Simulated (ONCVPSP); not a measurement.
**Pseudopotential generation for copper (Cu): ONCV, LDA (Perdew-Wang 92), scalar-relativistic.**

ONCVPSP 4.0.1 input, shortened (lines: element, Z, core and valence counts, functional; n l f; lmax; l rc ep ncon nbas qcut; lloc lpopt rc5 dvloc0; l nproj debl; icmod fcfact rcfact), LDA (Perdew-Wang 92), scalar-relativistic:

```
  Cu 29.00    5    2  -001012      upf
    1    0    2.00
    2    0    2.00
    2    1    6.00
    3    0    2.00
    3    1    6.00
    3    2   10.00
    4    0    1.00
    2
    0    1.85    0.00    4    8    3.70
    1    1.70    0.03    3    7    5.60
    2    1.55    0.00    4    8    8.50
    4    4    1.20    2.00
    0    3    3.20
    1    1    1.50
    2    1    4.00
    0    0.00    0.00
```

- Cutoffs needed: 35 Ha and 91 Ha (the cutoffs (Ha) at which the residual kinetic energy of the hardest occupied pseudo-wave falls to 1 and 0.1 mHa per electron)
- Ghost test: no bound ghost flagged; GHOST(+) flagged for s at 203.1 eV
- Configuration tests: 1 of 4 tests not solved or not reliable
